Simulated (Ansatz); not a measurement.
The pair A = C2H2 (SMILES C#C) (first 4 atoms), B = H2 (SMILES [H][H]); geometry from B3LYP-D3(BJ)/def2-TZVP.
(charge 0, multiplicity 1):
```csv
atom,x (Å),y (Å),z (Å)
C,-0.9017,-0.1364,0.2343
C,0.2333,0.0209,-0.1113
H,-1.9094,-0.2760,0.5417
H,1.2415,0.1606,-0.4169
H,0.5593,0.0953,3.0200
H,0.7768,0.1325,3.7313
```

Cores are frozen in the correlated methods. MP2 and its Hartree–Fock in aug-cc-pVQZ are density fitted.

Run with Ansatz (Gaussian orbitals). Values without a source in brackets are computed.

The counterpoise-corrected interaction energy is E(AB) − E(A in the pair's basis) − E(B in the pair's basis). Total energies (hartree):

```tsv
level	AB	A in the pair's basis	B in the pair's basis
HF/aug-cc-pVTZ	-77.9834155	-76.8506860	-1.1329867
MP2/aug-cc-pVTZ	-78.3293474	-77.1637641	-1.1650066
HF/aug-cc-pVQZ	-77.9882396	-76.8550646	-1.1334339
MP2/aug-cc-pVQZ	-78.3526786	-77.1853736	-1.1666941
CCSD(T)/aug-cc-pVTZ	-78.3651795	-77.1919851	-1.1726513
```

Work out the counterpoise-corrected interaction energy at the basis-set limit: extrapolate the MP2 correlation part as X⁻³, take Hartree–Fock from the larger set, and add the CCSD(T) − MP2 difference of aug-cc-pVTZ.


1. Differences (1 hartree = 627.509 kcal/mol): HF/aug-cc-pVTZ 0.161; MP2/aug-cc-pVTZ -0.362; HF/aug-cc-pVQZ 0.162; MP2/aug-cc-pVQZ -0.383; CCSD(T)/aug-cc-pVTZ -0.341.
2. Correlation parts, MP2 less HF: -0.523 in aug-cc-pVTZ (X = 3), -0.546 in aug-cc-pVQZ (X = 4).
3. Limit (4³·(-0.546) − 3³·(-0.523))/(4³ − 3³) = -0.562; with HF/aug-cc-pVQZ it gives -0.400.
4. CCSD(T) less MP2 in aug-cc-pVTZ: 0.021.
Result: -0.38 kcal/mol, against -0.36 at MP2/aug-cc-pVTZ. It is an estimate of this method's limit, not of the exact value.

Ansatz is an electronic-structure program.
